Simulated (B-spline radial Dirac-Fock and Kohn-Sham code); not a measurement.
**Scattering functions of Ba⁴⁸⁺**

System: barium as Ba⁴⁸⁺, [He] 2s2 2p4.

Input of the calculation (task.json; shells as n, l, electrons):

```json
{"items": [{
  "Z": 56,
  "q": 48,
  "cfg": [[1, 0, 2], [2, 0, 2], [2, 1, 4]],
  "A": 138,
  "rrms": 4.8378,
  "do": ["scatter"],
  "s": [0.0, 0.05, 0.1, 0.15, 0.2, 0.25, 0.3, 0.35, 0.4, 0.45, 0.5, 0.6, 0.7, 0.8, 0.9, 1.0, 1.1, 1.2, 1.4, 1.6, 1.8, 2.0, 2.5, 3.0, 3.5, 4.0, 5.0, 6.0],
  "pz": [0, 0.1, 0.2, 0.3, 0.4, 0.5, 0.6, 0.8, 1.0, 1.2, 1.4, 1.6, 1.8, 2.0, 2.5, 3.0, 4.0, 5.0, 7.0, 10.0, 15.0, 20.0, 30.0, 40.0, 60.0, 100.0],
  "hv_scatter": [1000, 2000, 5000, 8047.8, 17479.3, 20000, 30000, 500000]
}]}
```

Launch: `python xray_run.py task.json out`

The computed values come from a radial finite-basis atomic code: Dirac-Fock orbitals of the configuration average with a finite nucleus. f₀ is the Fourier transform of the spherical electron density, S the Waller-Hartree incoherent function, and s = sin θ/λ.

| s (Å⁻¹) | f₀ | S |
| --- | --- | --- |
| 0 | 8.000 | 0.000 |
| 0.05 | 7.999 | 0.002 |
| 0.1 | 7.995 | 0.007 |
| 0.15 | 7.988 | 0.015 |
| 0.2 | 7.980 | 0.026 |
| 0.25 | 7.968 | 0.041 |
| 0.3 | 7.954 | 0.058 |
| 0.35 | 7.938 | 0.079 |
| 0.4 | 7.919 | 0.103 |
| 0.45 | 7.897 | 0.130 |
| 0.5 | 7.873 | 0.160 |
| 0.6 | 7.819 | 0.229 |
| 0.7 | 7.755 | 0.310 |
| 0.8 | 7.682 | 0.401 |
| 0.9 | 7.600 | 0.502 |
| 1 | 7.510 | 0.613 |
| 1.1 | 7.413 | 0.733 |
| 1.2 | 7.308 | 0.860 |
| 1.4 | 7.079 | 1.136 |
| 1.6 | 6.828 | 1.435 |
| 1.8 | 6.558 | 1.748 |
| 2 | 6.275 | 2.071 |
| 2.5 | 5.536 | 2.880 |
| 3 | 4.801 | 3.637 |
| 3.5 | 4.117 | 4.299 |
| 4 | 3.513 | 4.849 |
| 5 | 2.584 | 5.640 |
| 6 | 1.991 | 6.136 |

f₀ starts at the number of electrons, 8, and has fallen to half at s ≈ 3.60 Å⁻¹. The sum of ⟨r²⟩ over the electrons is 0.06948 bohr².
